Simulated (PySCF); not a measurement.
**Spin states and ions at one geometry of ReH6**

PySCF 2.14.0, UKS PBE, Re def2-SVP with ECP60, H def2-SVP; non-relativistic Hamiltonian with scalar-relativistic core potentials where named; density fitting; no spin-orbit coupling; singlets restricted, open shells unrestricted. The geometry is relaxed for charge 0, doublet, vacuum (a saddle point, kept by symmetry):

```xyz
7

Re    0.0000    0.0000   -0.1447
H     1.0283    0.0000    1.1540
H    -0.5141    0.8905    1.1540
H    -0.5142   -0.8905    1.1540
H     1.5596    0.0000   -0.7307
H    -0.7798    1.3507   -0.7307
H    -0.7798   -1.3506   -0.7307
```

Energies count from the relaxed state; an electron taken off or put on is at rest in vacuum. Charges and spins are Mulliken's.

Order these states by energy, lowest first.
A. charge 0, quartet, vacuum
B. charge 0, doublet, vacuum
C. charge -1, triplet, vacuum
D. charge +1, singlet, vacuum
E. charge +1, triplet, vacuum

C (-1.45 eV), B (0.00 eV), A (3.74 eV), D (7.53 eV), E (11.57 eV).

How do charge and spin on the first atom follow?


| state | spin squared | charge on Re1 (e) | spin on Re1 (e) | dipole about the centre of mass (D) |
| --- | --- | --- | --- | --- |
| charge 0, doublet, vacuum | 0.75 | 0.34 | 0.82 | 0.01 |
| charge 0, quartet, vacuum | 3.76 | 0.33 | 1.87 | 0.35 |
| charge +1, singlet, vacuum | 0.00 | 0.59 | 0.00 | 0.48 |
| charge +1, triplet, vacuum | 2.01 | 0.66 | 1.05 | 0.56 |
| charge -1, triplet, vacuum | 2.01 | -0.31 | 1.88 | 0.57 |

With an electron taken off (singlet, the lower of the two states computed) the charges change, summed by element, by Re +0.26 e, H +0.74 e. The vertical ionisation energy is 7.53 eV, against −ε(HOMO) = 4.47 eV over both spins of the relaxed state. The level lies 3.1 eV too high, as is usual for semilocal functionals and global hybrids, which keep a self-interaction error.

With an electron put on (triplet) the charges change, summed by element, by Re -0.65 e, H -0.35 e. The vertical electron affinity is 1.45 eV, against −ε(LUMO) = 4.23 eV over both spins of the relaxed state. The basis has no diffuse functions, which an added electron needs. The added electron's level lies above zero.

Open shells may have lower solutions than those found.
